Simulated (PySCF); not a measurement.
## From computed data to an observable: chemical shift, span and skew from a shielding tensor

Ga(F)2(NCO) (CF₂GaNO), SMILES O=C=[N][Ga]([F])[F]. Atoms are numbered in the order given.

```xyz
6

Ga     0.0049     0.6662     0.0000
F      1.2671     1.8578     0.0000
F     -1.6417     1.2265     0.0000
N      0.4212    -1.0815     0.0000
C      0.1379    -2.2587     0.0000
O     -0.0693    -3.4110     0.0000
```

Geometry optimised at TPSSh-D3(BJ)/def2-SVP. The structure was generated by enumeration; whether it is a known compound was not checked. Other conformers were not sampled.

GIAO shieldings from PBE/pcSseg-1 run with PySCF, non-relativistic, no solvent. The symmetric part of the tensor of F2 has the principal values 225.1, 329.6, 421.2 ppm. The same nucleus in CFCl3 has σ = 133.6 ppm at this level (PySCF, at its B3LYP-D3(BJ)/def2-TZVP geometry).

**Question.** Work out the isotropic shielding, the ¹⁹F shift against CFCl3, the span and the skew.

**Answer.** 
σ(iso) = (σ11 + σ22 + σ33)/3 = 325.3 ppm. δ = σ(ref) − σ(iso) = 133.6 − (325.3) = -191.7 ppm.
Span Ω = σ33 − σ11 = 196.1 ppm. Skew κ = 3(σ(iso) − σ22)/Ω = -0.07. Tumbling in solution averages the tensor to δ; in a static solid the shielding alone would spread this spin-1/2 line over Ω.
